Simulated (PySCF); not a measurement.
```xyz
11

C      1.5036    -0.0133    -0.3724
N      0.4907     0.8284     0.2269
C     -0.6921     0.3657     0.2733
N     -1.1637    -0.8294    -0.2013
O     -1.6961     1.1057     0.8048
H      2.4583     0.5130    -0.3687
H      1.2722    -0.2737    -1.4157
H      1.6537    -0.9546     0.1810
H     -0.4855    -1.5616    -0.3276
H     -2.0640    -1.1224     0.1421
H     -1.2771     1.9420     1.0575
```

Charge 0, multiplicity 1.

Q: Give the Mulliken and meta-Löwdin atomic charges from r2SCAN-D4/def2-TZVP (PySCF).

A: 
```tsv
atom	Mulliken (e)	meta-Löwdin (e)
C1	-0.25	-0.24
N2	-0.36	-0.41
C3	0.38	0.41
N4	-0.49	-0.46
O5	-0.42	-0.48
H6	0.12	0.13
H7	0.11	0.10
H8	0.09	0.09
H9	0.25	0.25
H10	0.25	0.26
H11	0.33	0.36
```
